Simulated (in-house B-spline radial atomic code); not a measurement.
## Neutral nitrogen: [He] 2s2 2p3

Computed with a B-spline radial code for spherical atoms: non-relativistic OLYP, spin-polarised, spherical fractional occupations, point nucleus.

Z_r = [3n² - l(l+1)]/(2<r>); Z_e = n√(-2ε); the last column is Slater's effective charge. Values are occupation-weighted means over spin.

| shell | electrons | ε (eV) | <r> (bohr) | Z_r | Z_e | Slater |
| --- | --- | --- | --- | --- | --- | --- |
| 1s | 2 | -383.35 | 0.2294 | 6.54 | 5.31 | 6.70 |
| 2s | 2 | -17.573 | 1.337 | 4.49 | 2.27 | 3.90 |
| 2p | 3 | -8.1656 | 1.424 | 3.51 | 1.55 | 3.90 |

The least bound orbital is 2p up at -8.166 eV, and it is also the most diffuse (<r> = 1.424 bohr).

The density falls to 0.001 bohr⁻³ at 3.404 bohr; Σ<r²> = 12.493 bohr² gives, by the non-relativistic formula and without the paramagnetism of open shells, a Langevin diamagnetic susceptibility of -9.894×10⁻⁶ cm³/mol.
